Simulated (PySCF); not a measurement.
Compound: CH₆InN.
Bonds: C1–N2, N2–In3. Hydrogens: H4, H5, H6 on C1; H7 on N2; H8, H9 on In3.

Method: PySCF, PBE0-D3(BJ)/def2-SVP geometry optimisation, gas phase, def2 core potentials past Kr; density fitting, grid level 1; the optimiser is geomeTRIC in internal coordinates, started from a GFN2-xTB structure with every atom displaced at random (about 0.01 Å).

The end geometry, which sets the zero of energy:
```
atom  x, y, z in Å
C1     -1.2848    0.3056    0.2516
N2     -0.1715   -0.5632   -0.0229
In3     1.7911   -0.0906   -0.1866
H4     -2.0366    0.3187   -0.5622
H5     -0.9389    1.3443    0.3758
H6     -1.8244    0.0392    1.1820
H7     -0.4504   -1.5297   -0.1573
H8      2.8282   -1.4193   -0.5295
H9      2.1440    1.5777    0.0452
```

**Question.** These geometries come from the run, each turned onto the end geometry. Order them by energy, lowest first.
A.
```
atom  x, y, z in Å
C1     -1.2657    0.2974    0.2293
N2     -0.2614   -0.5847   -0.2668
In3     1.6942   -0.1265   -0.1117
H4     -2.1307    0.2920   -0.4329
H5     -0.8946    1.3384    0.1987
H6     -1.6150    0.1010    1.2466
H7     -0.5206   -1.5497   -0.1299
H8      2.9048   -1.3076   -0.5005
H9      2.1455    1.5228    0.1634
```
B.
```
atom  x, y, z in Å
C1     -1.2753    0.3081    0.2473
N2     -0.1785   -0.5687   -0.0631
In3     1.7903   -0.0998   -0.1671
H4     -2.0765    0.2787   -0.5167
H5     -0.9293    1.3535    0.2989
H6     -1.7562    0.0863    1.2212
H7     -0.4681   -1.5314   -0.1998
H8      2.8395   -1.4138   -0.5262
H9      2.1106    1.5701    0.1016
```
C.
```
atom  x, y, z in Å
C1     -1.2925    0.3070    0.2386
N2     -0.1956   -0.5332   -0.1692
In3     1.7885   -0.0937   -0.1499
H4     -2.1408    0.2644   -0.4718
H5     -0.9742    1.3615    0.2814
H6     -1.6986    0.0569    1.2388
H7     -0.4486   -1.5165   -0.1959
H8      2.8328   -1.4265   -0.4795
H9      2.1853    1.5629    0.1035
```

**Answer.** B (0.002 eV), C (0.015 eV), A (0.128 eV).

In the order of the answer:

```csv
step,E above end (eV),largest force (eV/Å),rms force component (eV/Å),rms distance from end (Å),rms bond change (Å),bond most changed (Å)
5,0.002,0.03,0.012,0.056,0.001,N2–In3 +0.001
2,0.015,0.22,0.051,0.098,0.003,N2–In3 +0.007
0,0.128,0.87,0.318,0.163,0.013,C1–H4 -0.019
```

The cost below is that of the whole optimisation. The run took 26 s wall on one thread of an Intel Xeon Platinum 8488C, shared host, and the process peaked at 0.37 GiB of memory.
